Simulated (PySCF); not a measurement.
## Fractional electron number in Co⁺ (cobalt, charge +1)

The 3d beta orbital of [Ar] 3d8 is emptied in steps (occupation f), with all orbitals relaxed, ending at [Ar] 3d7. All numbers are calculated (PySCF 2.14, scalar relativity by spin-free X2C-1e, in x2c-TZVPall). The exact energy is a straight line in f; departures are measured from the line between the end points of the same method.

Question: Among PBE0, r2SCAN, LC-wPBE, which shows the largest delocalisation error (convex curve), and which is closest to linear?

Answer: Most convex: r2SCAN (-1.564 eV at f = 0.5); closest to linear: LC-wPBE (-0.432 eV).

```csv
f,PBE0 (eV),r2SCAN (eV),LC-wPBE (eV)
1,0.000,0.000,0.000
0.75,-0.789,-1.159,-0.308
0.5,-1.072,-1.564,-0.432
0.25,-0.817,-1.183,-0.338
0,0.000,0.000,0.000
```

```csv
method,E(f=0) − E(f=1) (eV),−ε at f=1 (eV),−ε at f=0.5 (eV)
PBE0,17.540,13.423,17.464
r2SCAN,17.704,11.610,17.641
LC-wPBE,17.862,16.309,17.779
```

Reference removal energy between the ground levels: 17.084 eV (measured; NIST Atomic Spectra Database, ionization energies). The calculation has no spin-orbit coupling. The determinant left behind need not be the lowest term of the ion.
